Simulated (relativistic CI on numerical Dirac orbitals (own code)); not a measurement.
**Ni⁴⁺ in a cubic cluster: L2,3 absorption with charge transfer**

Computed with a charge-transfer multiplet model of a cubic metal-ligand cluster with up to 2 ligand holes, Slater and spin-orbit integrals from Dirac-Coulomb-Breit ions, Slater integrals scaled by 0.8. The parameters are those of a tetrahedral site (10Dq negative, t2 hopping the larger). The ground state mixes d6 with configurations of k ligand holes L, whose averages lie at kΔ + k(k − 1)U_dd/2; a core hole lowers each added d electron by U_cd. 300 K, Lorentzian 0.4 eV and Gaussian 0.3 eV FWHM.

Atomic integrals in eV (Slater integrals scaled, ζ unscaled), ground: F2dd 11.354, F4dd 7.124, zeta_d 0.099; with the core hole: F2dd 11.936, F4dd 7.492, zeta_d 0.124, zeta_core 11.400, F2cd 7.214, G1cd 5.576, G3cd 3.173.

Cluster parameters (eV): Δ = -1.5, U_dd = 8.2, U_cd = 9.1, 10Dq = -0.35, 10Dq(ligand) = 0, final-state hopping factor = 1.

```
                              Case   n_d    d6   d7L  d8L2     S
V(eg) = 0.37 eV, V(t2g) = -0.63 eV  6.52  0.49  0.50  0.01  1.99
V(eg) = 0.97 eV, V(t2g) = -1.66 eV  6.62  0.42  0.53  0.05  1.99
V(eg) = 1.27 eV, V(t2g) = -2.17 eV  6.67  0.40  0.54  0.07  1.99
V(eg) = 1.57 eV, V(t2g) = -2.69 eV  6.72  0.37  0.54  0.09  1.99
```

Weights, n_d and S are thermal averages at 300 K. Photon energies count from the first peak over 30 % of the highest in each spectrum, which can be another peak from case to case. The parameters are a model scan and need not match a compound or its usual spin state. Peaks in eV (height, largest 100):
- V(eg) = 0.37 eV, V(t2g) = -0.63 eV: -0.8 (30), 0.0 (74), 1.0 (100), 2.3 (70), 4.2 (27), 5.3 (16), 7.8 (5), 18.3 (33), 18.8 (36), 20.9 (18)
- V(eg) = 0.97 eV, V(t2g) = -1.66 eV: -2.2 (10), 0.0 (100), 3.9 (14), 4.5 (13), 6.2 (7), 16.1 (8), 17.9 (33), 21.2 (7)
- V(eg) = 1.27 eV, V(t2g) = -2.17 eV: -2.3 (11), 0.0 (100), 4.5 (8), 16.0 (8), 17.1 (20), 17.9 (29)
- V(eg) = 1.57 eV, V(t2g) = -2.69 eV: -2.4 (12), 0.0 (100), 3.2 (12), 15.9 (8), 17.1 (19), 18.1 (27)

Curve for V(eg) = 0.37 eV, V(t2g) = -0.63 eV (points under 2 left out, the grid thinned):

(E (eV), Intensity): (-2.5, 2.2), (-2.1, 3.3), (-1.7, 7.0), (-1.2, 16.4), (-0.8, 29.6), (-0.4, 37.7), (0.0, 73.7), (0.4, 60.8), (0.8, 89.0), (1.3, 86.1), (1.7, 73.7), (2.1, 62.1), (2.5, 62.8), (2.9, 32.2), (3.4, 22.9), (3.8, 22.4), (4.2, 26.8), (4.6, 20.4), (5.0, 15.5), (5.4, 15.4), (5.9, 9.6), (6.3, 7.7), (6.7, 4.9), (7.1, 3.4), (7.5, 3.7), (8.0, 4.4), (8.4, 2.3), (16.6, 3.7), (17.0, 8.1), (17.4, 10.6), (17.8, 20.7), (18.3, 33.1), (18.7, 35.0), (19.1, 30.0), (19.5, 14.3), (19.9, 8.3), (20.4, 11.2), (20.8, 17.8), (21.2, 13.0), (21.6, 8.3), (22.0, 7.2), (22.4, 4.3), (22.9, 3.0), (23.3, 2.0), (24.2, 2.2)

For the case V(eg) = 0.97 eV, V(t2g) = -1.66 eV, Δ = -1.5 eV is smaller than U_dd = 8.2 eV, the charge-transfer side of the Zaanen-Sawatzky-Allen scheme (negative Δ: between configuration averages a ligand hole costs less than the nominal valence; multiplet and field energies can change this for the lowest states). With the core hole the configuration with one ligand hole lies at Δ + U_dd − U_cd = -2.4 eV from the one without, against Δ in the ground state.
